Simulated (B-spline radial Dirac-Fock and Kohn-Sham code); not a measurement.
Level of theory: ΔSCF Dirac-Fock with Breit, self-energy and vacuum polarisation, finite nucleus, configuration average; a radial atomic solver. The model has no electron correlation.

Question: An atom or ion in its tabulated ground configuration has these computed binding energies (the last is its least bound level). Which is it?

```tsv
level	binding energy (eV)
1s	8445.4
2p1/2	987.8
2p3/2	970.7
3s	220.4
3p1/2	174.4
3p3/2	172.0
3d	103.2
```

Answer: Ni⁵⁺: Z = 28 with 23 electrons, [Ar] 3d5. The hydrogen-like estimate √(E/Ry) = 24.9 for the K level lies 3.1 below Z; the outermost level, at 103.2 eV, fixes the charge.

Question: Identify the element and charge state from the binding energies below (tabulated ground configuration; the least bound level is included).

```tsv
level	binding energy (eV)
K	63852.5
L1	14330.4
L2	13876.0
L3	12875.8
M1	5791.3
M2,3	5480.5
```

Answer: Tm⁵⁶⁺: Z = 69 with 13 electrons, [Ne] 3s2 3p1. The hydrogen-like estimate √(E/Ry) = 68.5 for the K level lies 0.5 below Z (screening lowers it, relativity raises it); the outermost level, at 5480.5 eV, fixes the charge.

Question: An atom or ion in its tabulated ground configuration has these computed binding energies (the last is its least bound level). Which is it?

```
level  binding energy (eV)
    K              48619.6
   L1              10662.6
   L2              10282.3
   L3               9709.7
   M1               4277.4
 M2,3               4067.0
```

Answer: Pm⁴⁸⁺: Z = 61 with 13 electrons, [Ne] 3s2 3p1. The hydrogen-like estimate √(E/Ry) = 59.8 for the K level lies 1.2 below Z (screening lowers it, relativity raises it); the outermost level, at 4067.0 eV, fixes the charge.
